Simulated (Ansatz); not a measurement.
# Relaxing a trial structure of CH2BrF

The starting geometry of this gas-phase singlet was optimised with GFN2-xTB.

```yaml
atoms:
  - { symbol: C, position_ang: [1.1406, -0.8593, 0.2866] }
  - { symbol: Br, position_ang: [0.5906, 0.1085, -1.4475] }
  - { symbol: F, position_ang: [0.9167, 0.0628, 1.2662] }
  - { symbol: H, position_ang: [-0.7174, -0.4518, -1.4301] }
  - { symbol: H, position_ang: [2.2418, -0.9039, 0.1808] }
```

Predict what becomes of its bonds when it is optimised with PBE0-D4/def2-TZVP.

It rearranges to `FCBr`. Contacts that open: Br2–H4 (1.42 → 2.48 Å). Contacts that close: C1–H4 (2.56 → 1.09 Å).

The energy falls by 4.07 eV over 25 steps:

```json
{"step": "1", "E − E(last) (eV)": "4.072"}
{"step": "4", "E − E(last) (eV)": "3.738"}
{"step": "6", "E − E(last) (eV)": "3.698"}
{"step": "9", "E − E(last) (eV)": "3.693"}
{"step": "12", "E − E(last) (eV)": "3.642"}
{"step": "14", "E − E(last) (eV)": "3.400"}
{"step": "17", "E − E(last) (eV)": "2.265"}
{"step": "20", "E − E(last) (eV)": "0.267"}
{"step": "22", "E − E(last) (eV)": "0.006"}
{"step": "25", "E − E(last) (eV)": "0.000"}
```

Final geometry (Å):

```xyz
5

C     0.8524   -0.5436   -0.1241
Br    0.6937    0.5885   -1.6850
F     0.7744    0.1907    1.0079
H     0.0267   -1.2513   -0.1610
H     1.8252   -1.0280   -0.1819
```

No frequencies were run, so the end isn't proven a minimum. Run with Ansatz 0.2.0, 81 s on 2 threads of Intel(R) Xeon(R) Processor @ 2.50GHz (Skylake/Cascade Lake) (shared host).
